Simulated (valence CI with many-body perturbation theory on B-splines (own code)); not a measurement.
Results of a calculation; reference values are marked as such.
# La XXXIV: what each term of the Hamiltonian does

Level of theory: valence CI with perturbative core correlation (CI+MBPT): six valence electrons over a frozen Dirac-Fock core [Ar], radial functions for each j: 7 s, 7 p, 8 d, 6 f, 4 g, 1 h, with the one-electron correlation potential Σ1 (screened to all orders), the two-electron term Σ2, the three-electron term Σ3, Breit, model QED; selected single and double excitations, second order for the rest, scaled by the run's own slope (own B-spline code, finite nucleus).

No measured spectrum was set against this ion. As an estimate, large intervals hold to a few tenths of a per cent, small ones and those within an open d or f shell to about a per cent. Core correlation moves these levels by up to 6700 cm⁻¹, and in measured spectra 5 to 20 % of such shifts remained as error; rates that hang on mixing are uncertain with them. Among the levels kept, up to 1000 cm⁻¹ of a level comes from second order outside the variational space, and about a tenth of that is noise between levels of different J, which matters for small intervals. Only levels of the ground parity were solved; by the run's estimate the other parity begins above the list, which can be wrong where configurations are misplaced.

Each rung adds one term. CI alone is the Dirac-Coulomb CI over the frozen core; QED comes last and gives the full result, which names the levels. Energies are above (3d3/2^4 3d5/2^2) J=4 on the same rung, in eV.

Levels are named by their leading jj configuration (3d3/2^4 stands for four electrons in 3d with j = 3/2), which in mixed levels can hold well under half, so a name can repeat and another be missing. Letters in brackets count levels of one name in rising energy.

| Level | CI alone |
| --- | --- |
| (3d3/2^4 3d5/2^2) J=2 | 5.220 |
| (3d3/2^4 3d5/2^2) J=0 | 13.066 |
| (3d3/2^3 3d5/2^3) J=3 [a] | 14.031 |
| (3d3/2^3 3d5/2^3) J=1 [a] | 17.061 |
| (3d3/2^3 3d5/2^3) J=4 [a] | 17.873 |
| (3d3/2^3 3d5/2^3) J=5 | 23.351 |
| (3d3/2^3 3d5/2^3) J=6 | 23.610 |
| (3d3/2^3 3d5/2^3) J=2 [a] | 27.296 |
| (3d3/2^3 3d5/2^3) J=3 [b] | 27.755 |
| (3d3/2^2 3d5/2^4) J=2 [a] | 32.203 |
| (3d3/2^3 3d5/2^3) J=4 [b] | 35.533 |
| (3d3/2^3 3d5/2^3) J=1 [b] | 35.892 |
| (3d3/2^2 3d5/2^4) J=0 [a] | 36.584 |
| (3d3/2^3 3d5/2^3) J=2 [b] | 37.098 |
| (3d3/2^2 3d5/2^4) J=0 [b] | 37.887 |
| (3d3/2^3 3d5/2^3) J=3 [c] | 39.675 |

(1) What do these energies become with core correlation, Breit and QED?

(2) How does the ionisation energy move along the ladder, and which term matters most?

Results:

(1) (3d3/2^4 3d5/2^2) J=2 5.030 (-0.1893); (3d3/2^4 3d5/2^2) J=0 13.188 (+0.1225); (3d3/2^3 3d5/2^3) J=3 [a] 14.266 (+0.2352); (3d3/2^3 3d5/2^3) J=1 [a] 17.312 (+0.2514); (3d3/2^3 3d5/2^3) J=4 [a] 17.885 (+0.0118); (3d3/2^3 3d5/2^3) J=5 22.897 (-0.4536); (3d3/2^3 3d5/2^3) J=6 22.929 (-0.6803); (3d3/2^3 3d5/2^3) J=2 [a] 26.731 (-0.5653); (3d3/2^3 3d5/2^3) J=3 [b] 27.326 (-0.4294); (3d3/2^2 3d5/2^4) J=2 [a] 32.128 (-0.0749); (3d3/2^3 3d5/2^3) J=4 [b] 35.005 (-0.5271); (3d3/2^3 3d5/2^3) J=1 [b] 35.616 (-0.2762); (3d3/2^2 3d5/2^4) J=0 [a] 36.190 (-0.3939); (3d3/2^3 3d5/2^3) J=2 [b] 36.668 (-0.4298); (3d3/2^2 3d5/2^4) J=0 [b] 37.592 (-0.2948); (3d3/2^3 3d5/2^3) J=3 [c] 39.034 (-0.6416).

(2) CI alone 2148.2, + Σ1 2150.5, + Σ2 2162.6, + Σ3 2162.9, + Breit 2162.2, + QED 2162.3 eV. The largest step is Σ2, 12.1 eV. NIST lists 2162 ± 5 eV (theoretical).
